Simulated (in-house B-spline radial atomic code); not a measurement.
Values are calculated unless marked as measured or tabulated.
Ghost states of the separable form: V

V, [Ar] 3d3 4s2, non-relativistic PBE, spherical and spin-unpolarised, from an all-electron radial atomic-structure program (B-spline basis) (atomic units; all potentials screened as in the neutral atom).

Troullier-Martins channels: 4s (ε = -0.1708, r_c = 2.794 bohr), 3d (ε = -0.1965, r_c = 2.574 bohr). In the Kleinman-Bylander form one channel serves as the local potential, and each other channel l becomes |δV u><u δV|/<u|δV|u>, with δV = V_l − V_local and u the pseudo-orbital. Its strength is E_KB = <u|δV²|u>/<u|δV|u>. By the analysis of Gonze, Stumpf and Scheffler a spurious state lies below the reference level ε if E_KB > 0 and ε is above the second level of the local potential alone, or if E_KB < 0 and ε is above its first. The table's levels are those of angular momentum l in a sphere of 9 bohr, whose wall can lift a shallow ε a little above its free-atom value.

| local | channel | <u δV u> | <u δV² u> | ε | first local level | second local level |
| --- | --- | --- | --- | --- | --- | --- |
| s | d | -3.2533 | 18.914 | -0.1964 | 0.0833 | 0.3269 |
| d | s | 0.13814 | 0.7109 | -0.1698 | -4.8826 | -0.4730 |

**Question.** Apply the rule to each row.

**Answer.** Local s, channel d: E_KB = -5.81, so ε = -0.1964 is set against 0.0833: no ghost. Local d, channel s: E_KB = +5.15, so ε = -0.1698 is set against -0.4730: a ghost.

Diagonalising the separable Hamiltonian gives:

```
local  channel       three lowest levels  all-electron, two lowest valence levels
    s        d   -0.1964, 0.1075, 0.3887                          -0.1964, 0.1044
    d        s  -2.0332, -0.1698, 0.1044                          -0.1698, 0.1045
```

**Question.** Which choices of local channel are safe?

**Answer.** Free of ghosts: s. With d local the s channel has a ghost 1.86 hartree below ε, since the local potential binds more than one state below ε, and a repulsive term of rank one raises each level at most to the next, so it clears only one of them. Among the safe choices the second level, which tests transfer, is off by at most 3.1 millihartree (s local).
